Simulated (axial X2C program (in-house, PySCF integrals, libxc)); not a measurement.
# Potential curves of CoSb, spin-free

Calculated with an in-house all-electron X2C program for linear molecules (integrals from PySCF). Spin-free means the one-electron spin-free X2C Hamiltonian. Basis: Sb dyall-cv3z [11s12p8d4f1g], Co dyall-cv3z [9s10p6d3f2g] (cores contracted in-house); Gaussian nuclei, density fitting, unrestricted open shells. Masses: Sb 120.904 u, Co 58.933 u.

State: M_S = 2, Λ = 2 (beyond evenly filled blocks: σα, π+α, π-α, δ+α, δ+β, δ-α). Energies in cm⁻¹ from the fragments at the same level (Sb + Co). Fits are polynomials in 1 − R0/R over 0.85 to 1.23 times the lowest point R0.

```json
{"R (Å)": "2.1124", "PBE0": "-7812", "CCSD": ""}
{"R (Å)": "2.2095", "PBE0": "-11071", "CCSD": "-2179"}
{"R (Å)": "2.2823", "PBE0": "-12427", "CCSD": "-3656"}
{"R (Å)": "2.3552", "PBE0": "-13108", "CCSD": "-4472"}
{"R (Å)": "2.4280", "PBE0": "-13287", "CCSD": "-4797"}
{"R (Å)": "2.5130", "PBE0": "-13036", "CCSD": "-4731"}
{"R (Å)": "2.5980", "PBE0": "-12437", "CCSD": "-4324"}
{"R (Å)": "2.7072", "PBE0": "-11334", "CCSD": "-3469"}
{"R (Å)": "2.8408", "PBE0": "-9696", "CCSD": ""}
{"R (Å)": "3.0350", "PBE0": "-7095", "CCSD": ""}
```

Correlated methods: 14 electrons correlated (number of frozen shells: Sb 4 s, 3 p, 2 d; Co 3 s, 2 p), 310 virtual spin orbitals or spinors in MP2, 90 natural virtuals in coupled cluster.

The state is one determinant whose occupation by symmetry is held fixed; it was picked as the lowest of a PBE0 search that is not exhaustive. De is counted from the lowest determinant-based energies of the atoms at the same level, without counterpoise correction. CCSD ran in a truncated set of natural virtual spinors with an MP2 remainder; without triples it tends to underbind. Other states lie close and PBE0, whose exact exchange favours high spin, may order them wrongly; the determinant shown need not be the ground state. The nearest other spin-free determinant of the search, M_S = 2, Λ = 3, lies 0.29 eV up at the distance of the search. The functionals have no current-density term, which raises determinants with orbital currents, atoms included. The T1 diagnostic is large, a sign of multireference character. With the outer-core shells frozen, correlated bond lengths of heavy atoms tend to come out a few hundredths of an ångström too long. Coupled cluster ran on the points near the minimum only. MP2 and coupled cluster on one determinant become unreliable at the stretched end.

(1) Fit the PBE0 curve near its minimum: give the equilibrium distance, the harmonic wavenumber and the well depth.

(2) What are Re, ωe and De at the CCSD level?

Answers

(1) At PBE0, spin-free: Re = 2.423 Å, ωe ≈ 245 cm⁻¹, De = 1.65 eV to Sb + Co; Be follows as 0.0725 cm⁻¹.

(2) At CCSD, spin-free: Re = 2.456 Å, ωe ≈ 225 cm⁻¹, De = 0.60 eV to Sb + Co; Be follows as 0.0706 cm⁻¹.
